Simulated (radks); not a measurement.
Values are calculated unless marked as measured or tabulated.
Q: These are the eigenvalues of the occupied orbitals of an atom or ion with whole-number occupations (hartree). Code: a radial shooting solver on a logarithmic mesh with Libxc functionals. Model: Dirac Kohn-Sham, LB94 model potential, spin-unpolarised, spherical densities, finite nucleus; Fermi nuclear charge, rms radius of each element as measured or else 0.836 A^(1/3) + 0.57 fm.

orbital  eigenvalue
1s1/2     -132.3755
2s1/2     -14.53544
2p1/2     -11.92913
2p3/2     -11.81958
3s1/2      -2.31025
3p1/2      -1.70100
3p3/2      -1.68955

Which element is it, and in what charge state? The configuration may be excited. Open shells, if any, fill j = l - 1/2 first.

A: Z = 19, potassium, charge +2: K2+ in [Ne] 3s2 3p5. The list shows which subshells hold electrons but not how many an open one holds; the 1s level, -132.38 hartree, gives Z - s = 16.3 by -(Z - s)^2/2, which with screening and relativity narrows Z to a few neighbours, and the depths of the outer levels then fix element, charge and occupations together.
